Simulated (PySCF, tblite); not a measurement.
Isomers of CH12OSSi4. Computed with GFN2-xTB (tblite): harmonic, unscaled wavenumbers at the GFN2-xTB geometry, gas phase. This tight-binding method is rough: wavenumbers can miss measured ones by several per cent, in bad cases by 10 to 20. Modes of hydrogen on silicon can be 10 to 20 % off. One conformer each.

Electronic energies: PBE0/pcSseg-1 single points on the GFN2-xTB geometries (PySCF, gas phase).

```tsv
SMILES	electronic energy, lowest = 0 (kJ/mol)
C[Si@H]([SiH2]O[SiH3])S[SiH3]	0.0
CS[Si@@](O)([SiH3])[SiH2][SiH3]	153.6
[SiH3]CS[SiH2]O[SiH2][SiH3]	100.7
```

Q: How do GFN2-xTB zero-point energies change the relative energies?

A: 
```
                         SMILES  ZPE (kJ/mol)  of it from modes above 1550 cm⁻¹  electronic (kJ/mol)  with ZPE, lowest = 0 (kJ/mol)  lowest mode (cm⁻¹)  rings
  C[Si@H]([SiH2]O[SiH3])S[SiH3]         304.7                             175.8                  0.0                            0.0                 10i      0
    [SiH3]CS[SiH2]O[SiH2][SiH3]         299.1                             170.7                100.7                           95.2                   5      0
CS[Si@@](O)([SiH3])[SiH2][SiH3]         304.9                             181.7                153.6                          153.8                  8i      0
```

The zero-point energies span 5.8 kJ/mol, from `[SiH3]CS[SiH2]O[SiH2][SiH3]` to `CS[Si@@](O)([SiH3])[SiH2][SiH3]`. Slightly imaginary modes are left out of the zero-point energy: `C[Si@H]([SiH2]O[SiH3])S[SiH3]` 10.2i cm⁻¹ and `CS[Si@@](O)([SiH3])[SiH2][SiH3]` 7.7i cm⁻¹. The order is unchanged.

Q: And how do the electronic energies of GFN2-xTB itself compare?

A: `C[Si@H]([SiH2]O[SiH3])S[SiH3]` 0.0; `[SiH3]CS[SiH2]O[SiH2][SiH3]` 97.7; `CS[Si@@](O)([SiH3])[SiH2][SiH3]` 327.9 kJ/mol, lowest = 0. Against the energies above, taken from the same isomer `C[Si@H]([SiH2]O[SiH3])S[SiH3]`, the largest difference is 174.3 kJ/mol.
